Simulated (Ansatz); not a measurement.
Input for Ansatz (an electronic-structure program): R-PBE/def2-TZVPPD on C3H4F2 (a complex), monomers drawn apart or pushed together. Files ending in .json are basis or fitting sets from the Basis Set Exchange.

Ansatz 0.2 input:
```yaml
crystal:
  periodic: [false, false, false]
  atoms:
    - {symbol: C, position_ang: [0.59922706, 0.01699189, -0.69717942]}
    - {symbol: C, position_ang: [-0.35211841, -0.06359447, 0.02537379]}
    - {symbol: H, position_ang: [1.43727515, 0.08577140, -1.34713562]}
    - {symbol: H, position_ang: [-1.18549028, -0.13471466, 0.68289286]}
    - {symbol: F, position_ang: [-1.13915480, 0.09661419, 4.12554139]}
    - {symbol: C, position_ang: [0.18730677, 0.06907221, 4.45998754]}
    - {symbol: F, position_ang: [0.42423815, -1.06624036, 5.17128922]}
    - {symbol: H, position_ang: [0.39881635, 0.93209165, 5.09268994]}
    - {symbol: H, position_ang: [0.77356263, 0.04247184, 3.54118735]}
basis:
  gaussian:
    orbitals: def2-TZVPPD.json
hamiltonian:
  xc: {name: PBE}
scf: {lower_state_search: off}
```

It printed:

```
WARN ansatz: RAYON_NUM_THREADS=1 ignored (pool sized by the plan → 1); use --threads N
Functional definition: PBE
these checks for a lower state are left out or cut short: stability, starts, cluster_reference, orbital_swaps, neighbouring_geometries, increment
integrals: 0.14 GiB planned
1152 factors; their error is unknown
mean field: 1.13 GiB planned
mean field evaluation 1: about -8593.5189 eV, gradient 6.1e1 eV
mean field evaluation 2: about -8585.4498 eV, gradient 8.3e1 eV
mean field evaluation 4: about -8601.6894 eV, gradient 7.5e0 eV
mean field evaluation 8: about -8601.7433 eV, gradient 6.1e-1 eV
mean field evaluation 16: about -8601.7437 eV, gradient 5.6e-5 eV
mean field -8601.74370672 eV, -316.1082507505 hartree, gradient 3.9e-6 eV, S^2 0.000000; 0 other end points of the search recorded, 0 dependent functions left out
reference -8601.74376744 eV, -316.1082529820 hartree; 20, 20 occupied and 239, 239 virtual orbitals, 1152 factors
Total energy: -8601.74376744 eV, -316.1082529820 hartree
Checks for a lower state left out: stability, starts, cluster_reference, orbital_swaps, neighbouring_geometries, increment
```

The calculation finished and met its thresholds.

Cost: about 1.2 core-seconds (a rough figure).
